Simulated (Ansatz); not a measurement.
`[F][Al]([SiH3])[SH]`, charge 0, multiplicity 1.

(1) Give a relaxed structure at PBE0-D4/def2-TZVP (the Gaussian-basis code of Ansatz). (Best estimate.)

Answers

(1) The calculation gave: 
Cartesian coordinates in Å:
```
F 1.918 -1.132 -0.737
Al 0.855 0.030 -0.238
Si -1.444 -0.564 0.312
S 1.625 2.061 -0.107
H -1.475 -1.543 1.433
H -2.212 0.644 0.717
H -2.118 -1.182 -0.863
H 2.851 1.686 -0.517
```
Point group Cs.
